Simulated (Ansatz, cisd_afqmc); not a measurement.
Species: GaH2, charge 0, doublet. GaH2 (SMILES [GaH2], doublet).
B3LYP-D3(BJ)/def2-TZVP minimum from Ansatz (an electronic-structure program):
```xyz
3

Ga     0.0391     0.0090     0.0274
H     -0.3410    -1.4985    -0.3550
H     -0.8706     1.2189    -0.4942
```
Charge 0, spin multiplicity 2.

Total energies in cc-pVDZ, 5 correlated electrons, 14 frozen orbitals. Radicals and triplets start from unrestricted determinants; spin-orbit coupling is neglected. Cores are frozen in correlated methods (noble-gas shells, and filled d and f shells in the p block). No relativity. AFQMC is phaseless with a CISD trial state; ± is one standard error, without the phaseless bias. Outlying blocks are dropped, and bars are widened where a walk drifts. Over all cases where full CI ran beside it in this data, AFQMC minus full CI had a median of +0.1 mEh and passed +0.4 mEh in a tenth of the cases. The spin of H2Ga ([GaH2], doublet) was assumed, and the state is the lowest solution found for it.

```json
[
 {"method": "HF", "program": "Ansatz", "energy (Eh)": "-1924.32638", "minus CCSDTQ (mEh)": "75.89"},
 {"method": "MP2", "program": "Ansatz", "energy (Eh)": "-1924.38174", "minus CCSDTQ (mEh)": "20.53"},
 {"method": "CCSD", "program": "Ansatz", "energy (Eh)": "-1924.40071", "minus CCSDTQ (mEh)": "1.56"},
 {"method": "CCSD(T)", "program": "Ansatz", "energy (Eh)": "-1924.40181", "minus CCSDTQ (mEh)": "0.46"},
 {"method": "CCSDT(Q)", "program": "Ansatz", "energy (Eh)": "-1924.40227", "minus CCSDTQ (mEh)": "0.00"},
 {"method": "CCSDTQ", "program": "Ansatz", "energy (Eh)": "-1924.40227", "minus CCSDTQ (mEh)": "0.00"},
 {"method": "AFQMC/CISD", "program": "cisd_afqmc", "energy (Eh)": "-1924.4022 ± 0.0001", "minus CCSDTQ (mEh)": "0.1 ± 0.1"}
]
```

Rough core times of Ansatz's runs on a shared machine: CCSD(T) under 20 s, CCSDT(Q) under 20 s, CCSDTQ 40 s.
